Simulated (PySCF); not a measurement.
This PySCF input asks for the NMR shieldings of `FC[C@]1(B(Cl)Cl)[C@@H]2C[C@@H]21`, C$_{5}$H$_{6}$BCl$_{2}$F; the geometry comes from GFN2-xTB.

```python
import basis_set_exchange as bse
import numpy as np
from pyscf import gto, dft
from pyscf.prop import nmr

atoms = """
F    -1.221146   -0.531931    2.089156
C    -0.558573    0.476363    1.425094
C    -0.395572    0.103615   -0.041820
B    -1.718901    0.159770   -0.906337
Cl   -3.193839    0.772440   -0.289084
Cl   -1.675219   -0.382830   -2.539732
C     0.595753   -0.975883   -0.457650
C     1.854323   -0.352729    0.052952
C     0.891546    0.430014   -0.784948
H     0.386714    0.621495    1.950147
H    -1.175263    1.375278    1.527728
H     0.422604   -1.863868   -1.025987
H     2.773105   -0.659756   -0.431784
H     1.987607   -0.141625    1.103609
H     1.022446    0.977638   -1.693255
"""
names = dict.fromkeys(["F", "C", "B", "Cl", "H"], "pcSseg-1")
basis = {el: gto.basis.parse(bse.get_basis(n, elements=[el], fmt="nwchem")) for el, n in names.items()}
mol = gto.M(atom=atoms, basis=basis, charge=0, verbose=0)
mf = dft.RKS(mol, xc="PBE0")
mf.grids.level = 2
mf.grids.alignment = dft.numint.BLKSIZE   # the property module wants whole blocks of grid points
mf.conv_tol = 1e-9
mf.kernel()

calc = nmr.RKS(mf)   # GIAO
C = mf.mo_coeff
Co = C[:, mf.mo_occ > 0]
resp = mf.gen_response(singlet=True, hermi=2)
def vind(x):   # induced exchange potential for any number of trial vectors
    d = np.einsum("pi,xij,qj->xpq", C, 2 * x.reshape(-1, C.shape[1], Co.shape[1]), Co, optimize=True)
    return np.einsum("xpq,pi,qj->xij", resp(d - d.transpose(0, 2, 1)), C, Co, optimize=True).ravel()
mo1, _ = nmr.rhf.solve_mo1(calc, with_cphf=vind)
sigma = calc.kernel(mo1)
for i, s in enumerate(sigma):   # ppm
    w = np.linalg.eigvalsh((s + s.T) / 2)
    print("%2d %-2s iso %8.1f  s11 %8.1f  s22 %8.1f  s33 %8.1f" % (i, mol.atom_pure_symbol(i), w.mean(), *w))
```

Q: What does it print?

A: 
```
 0 F  iso    418.7  s11    386.1  s22    397.4  s33    472.5
 1 C  iso    108.4  s11     65.6  s22     86.5  s33    173.1
 2 C  iso    132.9  s11     93.3  s22    144.3  s33    161.2
 3 B  iso     40.4  s11      1.4  s22     37.2  s33     82.7
 4 Cl iso    683.5  s11    394.1  s22    716.2  s33    940.3
 5 Cl iso    703.4  s11    400.0  s22    745.9  s33    964.2
 6 C  iso    170.6  s11    132.0  s22    181.2  s33    198.7
 7 C  iso    156.7  s11    132.8  s22    164.3  s33    173.0
 8 C  iso    170.7  s11    132.2  s22    179.1  s33    200.8
 9 H  iso     27.2  s11     21.8  s22     29.1  s33     30.8
10 H  iso     26.5  s11     24.4  s22     25.5  s33     29.5
11 H  iso     29.2  s11     22.2  s22     28.1  s33     37.3
12 H  iso     30.1  s11     24.2  s22     25.8  s33     40.2
13 H  iso     30.1  s11     22.8  s22     30.0  s33     37.6
14 H  iso     29.7  s11     22.9  s22     28.1  s33     38.2
```

These numbers come from an equivalent density-fitted implementation of the same equations, which agrees with the script to about 0.01 ppm for H and up to a few tenths of a ppm for heavy atoms, so last digits may differ.

Size and cost of the density-fitted run: 197 basis functions, 80 s wall time on 1 thread of an Arm Neoverse N1, shared host; peak memory 0.92 GiB.
